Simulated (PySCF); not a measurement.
2-ethylidene-1,3-dioxole (C₅H₆O₂), SMILES CC=C1OC=CO1.

The structure is a stationary point at PBE-D3(BJ)/def2-SVP.

Computed with PySCF with PBE-D3(BJ)/def2-SVP.

Harmonic, unscaled wavenumbers; measured fundamentals usually lie a few per cent lower.

Computed vibrational spectrum:
| mode | ν (cm⁻¹) | IR (km/mol) | moving atoms (share of kinetic energy) |
|---|---|---|---|
| 1 | 118 | 0.0 | H 95 % |
| 2 | 141 | 5.6 | C 48 %, O 35 %, H 17 % |
| 3 | 194 | 1.2 | C 57 %, H 25 %, O 19 % |
| 4 | 237 | 0.3 | C 53 %, O 24 %, H 23 % |
| 5 | 475 | 7.0 | C 55 %, O 28 %, H 18 % |
| 6 | 539 | 0.0 | C 55 %, O 27 %, H 18 % |
| 7 | 625 | 1.3 | C 69 %, H 16 %, O 15 % |
| 8 | 678 | 9.9 | C 58 %, O 25 %, H 17 % |
| 9 | 687 | 58.1 | H 81 %, C 17 % |
| 10 | 717 | 31.7 | H 76 %, C 22 % |
| 11 | 770 | 0.0 | H 75 %, C 25 % |
| 12 | 841 | 35.0 | O 71 %, H 17 %, C 11 % |
| 13 | 895 | 11.4 | C 57 %, O 37 % |
| 14 | 954 | 47.3 | H 66 %, C 24 %, O 10 % |
| 15 | 1003 | 0.0 | H 70 %, C 30 % |
| 16 | 1046 | 22.6 | C 44 %, O 32 %, H 25 % |
| 17 | 1081 | 6.6 | C 66 %, O 22 %, H 12 % |
| 18 | 1087 | 3.3 | H 64 %, C 22 %, O 13 % |
| 19 | 1120 | 17.1 | C 51 %, H 45 % |
| 20 | 1174 | 174.0 | O 40 %, C 31 %, H 29 % |
| 21 | 1254 | 91.2 | H 62 %, C 31 % |
| 22 | 1322 | 23.6 | H 54 %, C 39 % |
| 23 | 1359 | 3.3 | H 63 %, C 35 % |
| 24 | 1406 | 5.7 | H 97 % |
| 25 | 1417 | 5.0 | H 95 % |
| 26 | 1631 | 3.3 | C 89 %, H 10 % |
| 27 | 1758 | 325.3 | C 95 % |
| 28 | 2947 | 58.4 | H 97 % |
| 29 | 3005 | 20.6 | H 91 %, C 9 % |
| 30 | 3069 | 9.4 | H 91 %, C 9 % |
| 31 | 3140 | 6.8 | H 92 %, C 8 % |
| 32 | 3224 | 7.3 | H 92 %, C 8 % |
| 33 | 3248 | 0.0 | H 89 %, C 11 % |
